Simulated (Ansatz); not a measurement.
Relative stability

Two relaxed structures of C$_{2}$HSe, doublet (PBE0-D4/def2-TZVP; forces vanish, vibrations not checked).

A:

C1  (-0.476, 0.705, 0.128)
C2  (0.256, -0.378, -0.060)
Se3  (-0.048, 0.226, 1.882)
H4  (-1.053, 1.512, -0.293)
(Å)

B:

| atom | x (Å) | y (Å) | z (Å) |
| --- | --- | --- | --- |
| C1 | 0.7210 | -1.6849 | 0.1225 |
| C2 | 0.3619 | -0.4613 | 0.0455 |
| Se3 | 0.0715 | 1.2780 | -0.0524 |
| H4 | -1.4067 | 1.2333 | -0.1481 |

Computed with Ansatz 0.2.0 (basis: def2-TZVPP); correlated methods freeze the cores; orbitals are unrestricted. Filled d shells of the heavier atoms are correlated. The def2 sets are not built for correlating such inner shells, so the correlated values are less sure here. B3LYP uses VWN-RPA correlation.

Task: Which structure is lower at CCSD(T), and by how much? (An estimate is asked for; the value comes from the calculation.)

Result: Computed: A, by 26.69 kcal/mol (electronic energy, against the other). By their contacts, A is C₂HSe ([C]1[CH][Se]1) and B is C₂HSe ([C][C][SeH]).

All methods give the same order:

| method | E(B) − E(A) (kcal/mol) |
| --- | --- |
| PBE-D4 | 26.47 |
| r2SCAN-D4 | 25.77 |
| PBE0-D4 | 27.56 |
| B3LYP-D4 | 23.94 |
| wB97M-V | 26.54 |
| HF | 20.47 |
| MP2 | 32.81 |
| CCSD | 25.04 |
| CCSD(T) | 26.69 |

No T1 diagnostic of these runs exceeds 0.027. ⟨S²⟩ of the unrestricted Hartree–Fock references: 0.76 to 0.77 (a pure state has 0.75).

Labels in which every atom is bracketed show which atoms are joined, not bond orders.

For scale, one of the runs: CCSD(T)/def2-TZVPP, 124 basis functions, launched by `ansatz run in.yaml --threads 2 --pin off --events-out ev --progress --plain --max-ram 4352MiB`. The run took 55 s on 2 CPU threads of an Arm Neoverse V2 (shared host), with 1.3 GiB of host memory at its peak.
